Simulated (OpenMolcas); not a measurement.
**Ga I: effect of the IPEA shift**

```json
{
 "Program": "OpenMolcas",
 "Basis": "ANO-RCC-VTZP [6s5p3d1f]",
 "Scalar Hamiltonian": "DKH2, point nucleus",
 "Active space": "3 electrons in 9 orbitals (RAS2 4s 4p; RAS3 4d, at most 2 electrons)",
 "State averaging": "2S+1 = 4 odd, 1 root (0 in the spin-orbit step); 2S+1 = 2 odd, 3 roots; 2S+1 = 4 even, 3 roots; 2S+1 = 2 even, 5 roots",
 "Spin-orbit coupling": "state interaction with AMFI integrals over the reference wave functions, term energies averaged over their components"
}
```

Methods on the same reference wave functions:
A. RASSCF
B. SS-RASPT2, IPEA 0 Eh, imaginary shift 0.1 Eh (closed shells correlated: 3d)
C. SS-RASPT2, IPEA 0.25 Eh, imaginary shift 0.1 Eh (closed shells correlated: 3d)

Energies in cm⁻¹ above 4s² 4p ²P°_1/2, the measured ground level; measured values from NIST Handbook of Basic Atomic Spectroscopic Data.

| Level | A | B | C | Measured |
| --- | --- | --- | --- | --- |
| 4s² 4p ²P°_1/2 | 0.0 | 0.0 | 0.0 | 0.0 |
| 4s² 4p ²P°_3/2 | 826 | 826 | 826 | 826 |
| 4s 4p² ⁴P_1/2 | 32522 | 36220 | 36280 |  |
| 4s 4p² ⁴P_3/2 | 32810 | 36510 | 36560 |  |
| 4s 4p² ⁴P_5/2 | 33284 | 36990 | 37040 |  |

Between B and C the level of the table that moves most is 4s 4p² ⁴P_5/2, by 52 cm-1 (lowest in B, highest in C). Moves below CASPT2's spread within the term are not significant.

The lowest spin-free term lies below A's lowest term by 0.410 hartree in B, 0.409 hartree in C.

Term energies are means over components that CASPT2 splits; among the terms shown or strongly mixed into the levels shown the widest spread is 11 cm-1 (4s² 4p ²P°, C). Some high roots are left out of the spin-orbit mixing, which shifts the levels that they would mix with. Active for correlation alone: 4d; no level in the range computed is led by a configuration that fills it, so any true level of that kind is missing. Without dynamic correlation excited terms often stand tens of per cent too high (terms of higher spin than the ground term too low), and those without a measured partner can miss by more than the paired ones (holds for A). Levels of configurations outside the active space are missing. Levels that lie high or do not pair safely by name in every column are left out.

° marks odd parity.
